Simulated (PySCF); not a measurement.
**Computed properties of SnH3Cl, SMILES [Cl][SnH3]**

SnH3Cl, SMILES [Cl][SnH3]. The structure is a stationary point at B3LYP-D3(BJ)/def2-TZVP. The def2 effective core potentials stand for the cores of Sn; spin–orbit coupling is left out. The values are those of a single conformer. All values are computed for the isolated molecule unless a solvent is named; none is compared with measurement here.

**Structure.** The optimised structure has C3v symmetry. All 9 harmonic modes at B3LYP-D3(BJ)/def2-TZVP (PySCF) are real, so it is a minimum.

**Vibrations.** The strongest infrared lines (harmonic, unscaled, degenerate partners summed) lie at 1955 cm⁻¹ (300 km/mol, H 99 %), 697 cm⁻¹ (188 km/mol, H 98 %), 701 cm⁻¹ (145 km/mol, H 99 %). The softest mode is at 358 cm⁻¹ and the zero-point energy is 13.3 kcal/mol.

**Electronic structure.** ωB97X/def2-TZVPD (PySCF) places the frontier levels at -11.06 and 0.79 eV, a gap of 11.85 eV, and gives a dipole moment of 2.68 D and a mean polarisability of 55.8 bohr³.

**Excitations.** TDDFT-M06-2X/def2-TZVPD (PySCF) has S1 at 6.44 eV (193 nm, f = 0.036, weak); the most intense of the 10 singlets computed lies at 8.17 eV (f = 0.21). Strengths of degenerate partners are summed. T1 (TDA) is at 6.11 eV. No vertical singlet excitation falls in the visible range (under 3.1 eV).
